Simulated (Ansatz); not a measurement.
`C[Si](O)([SiH3])Cl` + H–F → `C[Si](O)(F)Cl` + SiH₄ at 600 K and 1 bar (cleavage of the Si–Si bond).

Calculated with Ansatz (gas phase, PBE0-D4/def2-TZVP geometries, no zero-point term in ΔE). CCSD(T)/CBS adds triple-zeta CCSD(T) − MP2 to the extrapolated MP2 energy (def2 sets, frozen cores). This one scheme is used for every species. Each species was taken in one conformer, which may not be the lowest.

```csv
species,CCSD(T)/CBS energy (Eh),H − E (kJ/mol),S (J/(mol·K))
`C[Si](O)([SiH3])Cl`,-1155.49045,281.9,505.0
H–F,-100.39570,42.3,194.0
`C[Si](O)(F)Cl`,-964.48585,207.4,433.4
SiH₄,-291.46306,108.7,242.3
```

H − E and S are ideal-gas, rigid-rotor, harmonic terms from PBE0-D4/def2-TZVP, for one conformer and one mirror image of each species. 1 Eh = 2625.50 kJ/mol, R = 8.31446 J/(mol·K).

Problem. By hand: ΔE, ΔH, ΔS and ΔG.

Solution. ΔE = (-964.48585) + (-291.46306) − (-1155.49045) − (-100.39570) = -0.06276 Eh = -164.8 kJ/mol. Δ(H − E) = 207.4 + 108.7 − 281.9 − 42.3 = -8.1, so ΔH = -172.9 kJ/mol. ΔS = 433.4 + 242.3 − 505.0 − 194.0 = -23.3 J/(mol·K). ΔG = -172.9 − 600 × (-23.3)/1000 = -158.9 kJ/mol.

Problem. By hand: the equilibrium constant, and the temperature at which ΔG would vanish if ΔH and ΔS stayed fixed.

Solution. log₁₀ K = −ΔG/(RT ln 10) = 13.8. ΔG = 0 at ΔH/ΔS = 7421 K, far beyond where these terms or the molecules hold.

ΔH outweighs TΔS. A doubt of 5 kJ/mol in ΔE shifts log₁₀ K by 0.4 here. Other conformers and mirror images would add mixing entropy, several J/(mol·K) or more a flexible species. These are equilibria of isolated gas molecules and say nothing of rates. Largest T1 diagnostic: 0.011 (customary marks: 0.02 for closed shells, 0.045 for open ones).
